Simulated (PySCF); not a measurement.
Species: C2H3BF2O2.
Numbering: `[O:1]=[C:2]([OH:3])[CH2:4][B:5]([F:6])[F:7]` (hydrogens: H8 on O3; H9, H10 on C4)

Method: PySCF 2.14.0, PBE0-D3(BJ)/def2-SVP geometry optimisation, gas phase; density fitting, grid level 1; the optimiser is geomeTRIC in internal coordinates, started from a GFN2-xTB structure with every atom displaced at random (about 0.01 Å).

Step 0: E = -12308.9295 eV
```
atom  x, y, z in Å  |  force x, y, z in eV/Å
O1      1.0546   -1.6274   -0.7767   -0.474   1.137   0.689
C2      0.8679   -0.6133   -0.1258    1.018  -1.567  -0.977
O3      1.8027    0.3133    0.0398    1.508   0.487  -0.454
C4     -0.3692   -0.2319    0.5849   -1.599  -0.163  -0.190
B5     -1.3454    0.6758   -0.3124    0.909  -0.128   0.402
F6     -0.9002    1.4849   -1.2449    0.433   0.041  -0.224
F7     -2.6341    0.7096   -0.1330   -0.746  -0.287   0.372
H8      2.6375    0.0885   -0.4598   -1.353  -0.020   0.568
H9     -0.9306   -1.1362    0.9021    0.220   0.219  -0.253
H10    -0.1343    0.3152    1.5047    0.084   0.282   0.067
```

Step 1: E = -12309.0098 eV
```
atom  x, y, z in Å  |  force x, y, z in eV/Å
O1      0.9908   -1.5315   -0.7982    0.175  -0.323  -0.194
C2      0.8810   -0.5768   -0.0817   -0.406   0.289   0.142
O3      1.8525    0.3346    0.0616   -0.473  -0.082   0.132
C4     -0.3915   -0.2283    0.6379    0.138   0.058  -0.026
B5     -1.2937    0.6591   -0.2981   -0.037  -0.065   0.048
F6     -0.7614    1.4381   -1.2190   -0.099   0.021   0.025
F7     -2.6095    0.6440   -0.1981    0.136   0.052   0.006
H8      2.5048    0.0597   -0.5906    0.552   0.014  -0.137
H9     -0.9283   -1.1484    0.8978   -0.022  -0.062  -0.008
H10    -0.1959    0.3280    1.5674    0.035   0.100   0.013
```

Task: Estimate the geometry and energy of step 2. (The exact step hangs on the optimiser's Hessian estimate; all steps are aligned on step 1, rigid shifts and turns removed.)

Result: E = -12309.0402 eV, largest force 0.341 eV/Å
```
atom  x, y, z in Å  |  force x, y, z in eV/Å
O1      1.0109   -1.5618   -0.8068   -0.013   0.129  -0.016
C2      0.8725   -0.5801   -0.1257    0.186  -0.220   0.182
O3      1.8461    0.3218    0.0589   -0.012  -0.003  -0.095
C4     -0.3893   -0.2219    0.6034    0.033   0.071  -0.216
B5     -1.3208    0.6628   -0.3027   -0.133   0.059   0.090
F6     -0.8559    1.4599   -1.2434    0.084  -0.062   0.047
F7     -2.6271    0.6553   -0.1303   -0.053  -0.016   0.013
H8      2.6019    0.0331   -0.4806   -0.117   0.010   0.065
H9     -0.9202   -1.1410    0.8862    0.002   0.004  -0.027
H10    -0.1691    0.3504    1.5199    0.021   0.029  -0.043
```

The energy changes by -0.0304 eV. The first-order estimate −F·Δx gives -0.0651 eV and the mean of the old and new forces, exact on a quadratic surface, -0.0271 eV. The step makes an angle of 73° with the force vector and moves no atom by more than 0.149 Å.

What follows is the cost of the whole optimisation. Hardware: one thread, Arm Neoverse N1 (aarch64), shared host with 64 logical CPUs at a one-minute load of 61. Cost: 2.4 min wall, 0.46 GiB resident at most.
